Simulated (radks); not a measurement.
Initial-state core-level shifts of the krypton ion Kr+ when its valence configuration changes from [Ar] 3d10 4s2 4p5. Calculated with a radial shooting solver on a logarithmic mesh with Libxc functionals: scalar-relativistic Kohn-Sham, r2SCAN, spin-polarised, spherical densities, finite nucleus; open shells are filled with parallel spins first; meta-GGA in the generalised Kohn-Sham scheme; Fermi nuclear charge, rms radius 4.1884 fm. Shifts are changes of the shell-averaged eigenvalues in eV (positive: less bound); the change of the density at the nucleus, which sets a Mossbauer isomer shift, is in e/bohr^3, on a base of 5.01e+04.

valence,1s,2s,3s,3p,density at nucleus
3d9 4s2 4p6,-17.012,-18.666,-13.827,-13.608,+21.557
3d10 4s1 4p6,-1.701,-1.642,-1.645,-1.638,-43.377
3d10 4s1.5 4p5.5,-0.849,-0.820,-0.821,-0.818,-21.735
3d9.5 4s2 4p5.5,-8.420,-9.234,-6.900,-6.787,+10.623
